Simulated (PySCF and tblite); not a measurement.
The numbers below are computed, except where a source is named.
C₃H₁₀F₂Si₂, numbered as in [CH3:1][Si:2]([CH3:3])([F:4])[CH2:5][SiH2:6][F:7].

First level. Free energies: PBE0-D3(BJ)/def2-SVP (IEF-PCM, water) on GFN2-xTB structures plus GFN2-xTB thermal terms, symmetry and mirror images included. Conformers within 2 kcal/mol (GFN2-xTB free energy) were kept, 10 at most. GIAO shieldings: B97-2/pcSseg-1 (IEF-PCM, water). Shifts are against TMS (¹H), TMS (¹³C), TMS (²⁹Si) at the same level. Codes: tblite and PySCF.

It gives, at 298.15 K, with 5 conformers (largest weight 46 %): ¹H: 5.15 (H6, 2H), 0.55 (H5, 2H), 0.36 (H1/H3, 6H) ppm. ¹³C: 7.0 (C5), 2.1 (C1/C3) ppm. ²⁹Si: 38.5 (Si2), 7.3 (Si6) ppm.

Second level: GFN2-xTB geometries, energies BHandHLYP-D3(BJ)/pcSseg-1, shieldings BHandHLYP/pcSseg-1, on up to 4 of the same conformers.

Question: How do the averaged shifts change?

Answer: 
```csv
signal,first,second,change (ppm)
H1/H3,0.36,0.32,-0.04
H5,0.55,0.16,-0.40
H6,5.15,4.96,-0.19
C1/C3,2.1,1.5,-0.5
C5,7.0,6.0,-1.1
Si2,38.5,34.1,-4.4
Si6,7.3,2.6,-4.7
```

The largest weight becomes 55 %.

Unscaled ²⁹Si shifts at such levels can be off by tens of ppm; differences between conformers or isomers are more reliable. Shifts are unscaled: against experiment ¹³C can be off by 15 ppm or more and ¹H by 0.8 ppm.


Conformer gaps in def2-SVP or pcSseg-1 on xTB geometries can be 2 kcal/mol off for S=O, P=O and other polar bonds.